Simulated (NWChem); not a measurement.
A series in which one site is exchanged, each optimised at PBE0/def2-SVP with NWChem, gas phase unless a solvent is named. This build's default masses of Se (78.918 u) and Br (79.917 u) are each other's, which moves their modes by up to 0.6 %. For some, no frequency run checked for a minimum. def2 effective core potentials on Sr, Ba; no spin-orbit coupling.

A: [F][Ca][Br] (CaBrF; site = Ca)
B: [Sr]([Br])[F] (SrBrF; site = Sr)
C: [Ba]([F])[Br] (BaBrF; site = Ba)
D: F[Se]Br (SeBrF; site = Se)

Values for A:

| Quantity | Result |
|---|---|
| dipole (D), PBE0/def2-SVP | 3.14 |
| orbital gap (eV), PBE0/def2-SVP | 5.45 |
| vertical ionisation energy, ΔSCF, PBE/def2-SVP (eV) | 9.74 |
| vertical ionisation energy, ΔSCF, PBE0/def2-SVP (eV) | 10.05 |
| lowest singlet excitation, PBE0/def2-SVPD, TDA (eV) | 4.49 |

Q: How do these values change for the other members?

A: 
```json
[
 {"change from A": "dipole (D), PBE0/def2-SVP", "B": "+1.92", "C": "+4.49", "D": "-1.55"},
 {"change from A": "orbital gap (eV), PBE0/def2-SVP", "B": "-0.38", "C": "-0.55", "D": "-1.10"},
 {"change from A": "vertical ionisation energy, ΔSCF, PBE/def2-SVP (eV)", "B": "-0.43", "C": "-0.84", "D": "-0.73"},
 {"change from A": "vertical ionisation energy, ΔSCF, PBE0/def2-SVP (eV)", "B": "-0.41", "C": "-0.87", "D": "-0.65"},
 {"change from A": "lowest singlet excitation, PBE0/def2-SVPD, TDA (eV)", "B": "-0.28", "C": "-0.29", "D": "-1.79"}
]
```
